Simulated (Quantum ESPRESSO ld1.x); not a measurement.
Q: All-electron atom: Pd in [Kr] 4d9 5p1 (not the ground configuration). Method: scalar-relativistic Kohn-Sham, relativistic LDA (MacDonald-Vosko exchange, VWN5 correlation), spin-unpolarised, spherical densities, point nucleus; computed with ld1.x of Quantum ESPRESSO 7.5. Some entries of the table are withheld. Estimate them.

orbital,occ.,eigenvalue (eV),<1/r> (bohr^-1),r(max) (bohr)
1s,2,-24037.6,48.06,(1)
2s,2,-3518.75,10.91,0.118
2p,6,(2),10.56,0.093
3s,2,-638.415,3.815,0.344
3p,6,-520.226,(3),(4)
3d,10,-331.145,3.416,0.281
4s,2,-90.3058,1.460,0.848
4p,6,-56.3289,1.307,0.911
4d,9,-8.7139,(5),1.09
5p,1,-1.8608,0.2753,3.52

A: 
(1) 1s r(max) (bohr): 0.021
(2) 2p eigenvalue (eV): -3160.79
(3) 3p <1/r> (bohr^-1): 3.638
(4) 3p r(max) (bohr): 0.335
(5) 4d <1/r> (bohr^-1): 0.9243
